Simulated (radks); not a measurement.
The numbers below are computed, except where a source is named.
Numerical settings for neutral silicon, [Ne] 3s2 3p2. Code: a radial shooting solver on a logarithmic mesh with Libxc functionals. Model: Dirac Kohn-Sham, PBE, spin-unpolarised, spherical densities, finite nucleus; open shells fill j = l - 1/2 first; Fermi nuclear charge, rms radius 3.1224 fm. The defaults (mesh step 0.008 in ln r, mesh end at 40 bohr or more with all orbitals vanishing there, Anderson mixing 0.5 over 9 steps, residual threshold near 1e-9 with the energy settled to 1e-9 hartree or 1e-11 of itself, here a cap of 65 iterations) give E = -289.8386 hartree and 3p1/2 at -4.090 eV in 13 iterations. Times are rough (one thread of a shared host). Changes against that run (0 stands for a change within the tolerance of the run):

| setting | iterations | converged | E (mhartree) | e(3p1/2) (meV) | CPU (s) |
|---|---|---|---|---|---|
| mesh step in ln r 0.05 | 13 | yes | +0.00055 | 0 | 0.03 |
| mesh step in ln r 0.012 | 13 | yes | 0 | 0 | 0.07 |
| mesh step in ln r 0.12 | 65 | no | -1.51e+06 | - | 0.17 |
| mesh end (bohr) 8 | 13 | yes | +3.13 | +188 | 0.08 |
| mesh end (bohr) 1 | 13 | level above zero | +7.47e+04 | +4.98e+05 | 0.06 |
| residual threshold 1e-13 | 63 | yes | 0 | 0 | 0.27 |
| residual threshold 1e-16 | 65 | no | 0 | 0 | 0.25 |
| mixing 1.5 | 14 | yes | 0 | 0 | 0.09 |
| linear mixing, mixing 0.8 | 22 | yes | 0 | 0 | 0.12 |
| linear mixing, mixing 0.05 | 65 | no | +0.0556 | -110 | 0.31 |
| mixing history 2 | 18 | yes | 0 | 0 | 0.11 |
| iteration cap 3 | 3 | no | +0.648 | +24.9 | 0.03 |

Settled on a wrong energy, with an occupied level pushed above zero by the early mesh end: mesh end (bohr) 1 (+74.7 hartree). Apart from these: settings that end as converged yet miss the energy by more than 1 mhartree: mesh end (bohr) 8 (+0.00313 hartree). A mesh that ends early acts as a hard wall.
